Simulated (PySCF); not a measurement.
## Exercise with solution: oscillator strength and radiative lifetime

CH3BrMgS, SMILES C[S][Mg][Br].

Geometry optimised at PBE0-D3(BJ)/def2-SVP. The structure was generated by enumeration; whether it is a known compound was not checked. The values are those of a single conformer.

TDA-PBE/def2-SVPD run with PySCF puts the first singlet state with f over 0.02 at 4.57 eV (vertical), with the transition dipole (0.195, 0.547, 0.000) in atomic units.

Problem. Find the oscillator strength, the wavelength and the radiative lifetime that this transition would have in vacuum if emission retraced absorption.

Solution. 
|μ|² = 0.3372 au, so |μ| = 1.48 D. ΔE = 4.57/27.211 = 0.1679 hartree. f = (2/3) ΔE |μ|² = 0.038 (the program prints 0.038).
λ = 1239.84/4.57 = 271 nm; ν = 36860 cm⁻¹.
Einstein's coefficient A = 0.6670 ν² f s⁻¹ (ν in cm⁻¹) = 3.4e7 s⁻¹, so τ = 1/A = 29 ns. This state is S3; the lower singlets have f = 0.017, 0.001. The figure is the radiative limit of this one transition; relaxation, internal conversion, crossing to triplets and a medium change what is measured.
